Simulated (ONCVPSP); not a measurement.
Ti (Z = 22): excitation energies, all-electron against ONCV

ONCVPSP 4.0.1 input, shortened (lines: element, Z, core and valence counts, functional; n l f; lmax; l rc ep ncon nbas qcut; lloc lpopt rc5 dvloc0; l nproj debl; icmod fcfact rcfact), PBE, scalar-relativistic:

```
  Ti 22.00    5    2        4      upf
    1    0    2.00
    2    0    2.00
    2    1    6.00
    3    0    2.00
    3    1    6.00
    3    2    2.00
    4    0    2.00
    2
    0    3.10    0.00    5    9    2.20
    1    2.35    0.05    4    7    3.20
    2    2.10    0.00    4    9    7.60
    4    3    1.75    0.00
    0    2    0.50
    1    2    3.40
    2    2    2.50
    3    2.50    1.35
```

Energies are relative to the spin-unpolarised reference configuration 3d2 4s2; without spin polarisation the order of configurations can differ from experiment.

```json
{"valence configuration": "3d2 4s0", "charge": "+2", "ΔE all-electron (eV)": "20.919", "error AE − PS (meV)": "+90"}
{"valence configuration": "3d1 4s0", "charge": "+3", "ΔE all-electron (eV)": "47.867", "error AE − PS (meV)": "+159"}
{"valence configuration": "3d2 4s1.5", "charge": "+0.5", "ΔE all-electron (eV)": "2.937", "error AE − PS (meV)": "+0.3"}
```

Task: What are ΔE and the potential's error for 3d2 4s1?

Result: ΔE = 7.347 eV all-electron; the error (AE − PS) is +4.4 meV.

Levels in the configuration 3d1 4s0:

```
level  all-electron (eV)  pseudo (eV)
   3d            -34.691      -34.506
```

Note: no bound ghost flagged; GHOST(+) flagged for s at 27.5 eV, p at 110.5 eV.
